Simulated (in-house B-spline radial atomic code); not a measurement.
Configurations of Mo2+, with energies counted from [Kr] (4d3/2)4. All numbers are computed (Dirac-Hartree-Fock, average of each configuration as written; Fermi nucleus of rms radius 4.4091 fm) with an all-electron radial atomic-structure program (B-spline basis), not measured. Energies include first-order Breit, QED and recoil terms.

Occupations are held fixed; configurations that lie above the ionisation limit could autoionise.

```csv
configuration,E - E(ref) (eV),highest orbital,its <r> (bohr)
[Kr] (4d5/2)4,1.1806,4d5/2,1.719
[Kr] (4d3/2)2 (4d5/2)1 (4f5/2)1,18.292,4f5/2,5.582
[Kr] (4d3/2)1 (4d5/2)2 (8f7/2)1,24.525,8f7/2,29
[Ar] 3d10 4s2 (4p1/2)2 (4p3/2)3 (4d3/2)4 5s1,40.276,5s1/2,2.929
[Ar] 3d10 4s2 (4p1/2)1 (4p3/2)4 (4d3/2)2 (4d5/2)2 8s1,63.866,8s1/2,14.85
[Ar] (3d3/2)3 (3d5/2)6 4s2 4p6 (4d5/2)5,232.47,4d5/2,1.612
```

(1) Order these further configurations by energy, lowest first.
A. [Ar] 3d10 4s2 (4p1/2)1 (4p3/2)4 (4d3/2)3 (4d5/2)1 6s1
B. [Kr] (4d3/2)3 (4d5/2)1
C. [Kr] (4d3/2)3 (8p3/2)1
D. [Ar] 3d10 4s2 (4p1/2)1 (4p3/2)4 (4d3/2)1 (4d5/2)3 (6f7/2)1
E. [Kr] (4d3/2)1 (4d5/2)2 (7p1/2)1

(2) How far above the reference does [Kr] (4d5/2)3 (6f7/2)1 lie?

(3) How far above the reference does [Kr] (4d5/2)3 (5p1/2)1 lie?

## Answers

(1) B (0.67475 eV), E (21.106 eV), C (21.979 eV), A (58.346 eV), D (63.359 eV).

(2) 22.995 eV; its least bound orbital is 6f7/2 with <r> = 15.17 bohr.

(3) 9.886 eV; its least bound orbital is 5p1/2 with <r> = 3.519 bohr.
